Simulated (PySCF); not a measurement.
Molecule: CH3BeF, SMILES [F][Be][CH3]. Atoms near the plane z = 0.6 Å, at the B3LYP/def2-SVP optimised geometry (x, y, z in Å): Be1 (0.3, 0.2, 0.0), F2 (1.7, 0.2, 0.0), C3 (-1.3, 0.2, 0.0), H4 (-1.7, 0.5, 1.0), H5 (-1.7, -0.8, -0.2).

Calculation: B3LYP/def2-TZVP run with PySCF 2.14.0. The values are rescaled to run from 0 to 1.

```
|4444444444444444444444444444444|
|4444444444444444444444444444444|
|4444444444444444444444444444444|
|4444444444444444444444444444444|
|4444444444444444444444444444444|
|4444444444444444444444444444444|
|4444444444444444444444444444444|
|4444444444444444444444444444444|
|4444444444444444444444444444444|
|4444444444444444444444444444444|
|4444444444444444444444444444444|
|4444444444444444444444444444444|
|4444444444444444444455554444444|
|4444444431244444444568865444444|
|4444444420134444554579985444444|
|4444444443344444554579975444444|
|4444444444544444444567764444444|
|4444444444444444444445544444444|
|4444444444444444444444444444444|
|4444444444444444444444444444444|
|4444444444444444444444444444444|
|4444444444444444444444444444444|
|4444444444444444444444444444444|
|4444444444444444444444444444444|
|4444444444444444444444444444444|
|4444444444444444444444444444444|
|4444444444444444444444444444444|
|4444444444444444444444444444444|
|4444444444444444444444444444444|
|4444444444444444444444444444444|
|4444444444444444444444444444444|
```
Scale: ten equal steps from 0.000 (start of '0') to 1.00 (end of '9'), in the order '0123456789'; x runs from -4.00 to 4.00, y from -4.00 (bottom) to 4.00 (top).

**Question.** Which quantity is mapped?
A. log10 of the electron density
B. an orbital amplitude
C. electrostatic potential
D. Laplacian of the electron density

**Answer.** D, Laplacian of the electron density. In full: Laplacian of the electron density (e/bohr⁵).
